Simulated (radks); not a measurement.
Question: Species: neutral caesium. Configuration: [Xe] 6s0.5 6p0.5 (fractional occupations, a model configuration). All-electron calculation, scalar-relativistic Kohn-Sham, PBE, spin-polarised, spherical densities, finite nucleus; open shells are filled with parallel spins first (spin-orbit coupling, left out, can overturn this in heavy ions); Fermi nuclear charge, rms radius 4.8041 fm. Program: a radial shooting solver on a logarithmic mesh with Libxc functionals. Some entries of the table are withheld. Estimate them.

orbital  occ.  eigenvalue (eV)  <r> (bohr)  r(max) (bohr)
1s up       1        -35797.38     0.02611        0.01678
1s down     1        -35797.37     0.02611        0.01678
2s up       1        -5615.796      0.1121        0.09488
2s down     1        -5615.794      0.1121        0.09488
2p up       3        -5037.906     0.09821        0.07619
2p down     3        -5037.904     0.09821        0.07619
3s up       1        -1167.973      0.2990         0.2725
3s down     1        -1167.970      0.2990         0.2725
3p up       3        -981.9782      0.2970         0.2666
3p down     3        -981.9757      0.2970         0.2666
3d up       5        -708.9356      0.2736         0.2204
3d down     5        -708.9333      0.2736         0.2204
4s up       1        -220.8769      0.6947         0.6426
4s down     1        -220.8719      0.6947         0.6426
4p up       3        -161.4143      0.7394         0.6730
4p down     3        -161.4087      0.7394         0.6730
4d up       5         -74.8517      0.8366         0.7207
4d down     5         -74.8437      0.8366         0.7207
5s up       1         -27.3424       1.741            (1)
5s down     1         -27.3084       1.740            (2)
5p up       3         -14.1305       2.085          1.781
5p down     3         -14.0670       2.079          1.780
6s up     0.5              (3)         (4)          4.811
6p up     0.5          -1.1617       7.748          6.552

Answer: 
(1) 5s up r(max) (bohr): 1.545
(2) 5s down r(max) (bohr): 1.545
(3) 6s up eigenvalue (eV): -2.5556
(4) 6s up <r> (bohr): 5.631
